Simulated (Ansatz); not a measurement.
**Energy profile**

The step: BSiH₅O₂ ([OH][B]([OH])[SiH3]) + H₂ → BH₃O₂ ([OH][BH][OH]) + SiH₄; bonds formed: B1–H6, Si2–H5; bonds broken: B1–Si2, H5–H6 (atoms numbered as in the saddle structure below).

B1  (-0.578, 0.476, 0.131)
Si2  (1.258, -0.702, -0.100)
O3  (-0.758, 1.000, -1.164)
O4  (-1.532, -0.295, 0.828)
H5  (0.461, 0.846, 0.789)
H6  (-0.324, 1.469, 1.009)
H7  (2.336, -0.098, -0.924)
H8  (1.841, -1.257, 1.153)
H9  (0.603, -1.807, -0.853)
H10  (-1.583, 1.485, -1.237)
H11  (-1.723, -1.115, 0.367)
(Å)

Electronic energies by CCSD(T) at an estimated basis limit (MP2 extrapolated from triple and quadruple zeta, plus CCSD(T) − MP2 in triple zeta), on PBE0-D4/def2-TZVP structures; BSiH₇O₂, singlet; no counterpoise correction. Computed with Ansatz 0.2.0 (basis: def2-TZVPP and def2-QZVPP); correlated methods freeze the cores. Extrapolation: Hartree–Fock as exp(−7.88 √X), correlation as X^−2.97.

Q: Give the profile in kcal/mol, counted from the separated reactants. (An estimate is asked for; the value comes from the calculation.)

A: Computed:
| point | kcal/mol |
| --- | --- |
| separated: BSiH₅O₂ (linked as [OH][B]([OH])[SiH3]; B1, Si2, O3, O4, H7, H8, H9, H10, H11; singlet) + H₂ (H5, H6; singlet) | 0.00 |
| start structure | -0.96 |
| saddle | 47.48 |
| end structure | -12.55 |
| separated: BH₃O₂ (linked as [OH][BH][OH]; B1, O3, O4, H6, H10, H11; singlet) + SiH₄ (Si2, H5, H7, H8, H9; singlet) | -10.50 |

No T1 diagnostic of these runs exceeds 0.014.

For scale, one of the runs: CCSD(T)/def2-TZVPP, 233 basis functions, launched by `ansatz run in.yaml --threads 4 --pin off --events-out ev --progress --plain --max-ram 9574MiB`. The run took 74 s on 4 CPU threads of an Intel Xeon Platinum 8175M (shared host), with 4.2 GiB of host memory at its peak.
